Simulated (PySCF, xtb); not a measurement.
C4H2BrCl, SMILES C#C/C=C(/Cl)Br.

xtb with GFN2-xTB at its own geometry gives an orbital gap of 3.44 eV and a dipole moment of 2.79 D.

Geometry optimised at B3LYP-D3(BJ)/def2-SVP. The structure was generated by enumeration; whether it is a known compound was not checked.

**Question.** What does M06-2X/def2-TZVP run with PySCF give? (Estimate from the structure and the level; the computed values follow.)

**Answer.** gap 7.42 eV (levels -8.20 and -0.77 eV), dipole 1.01 D.
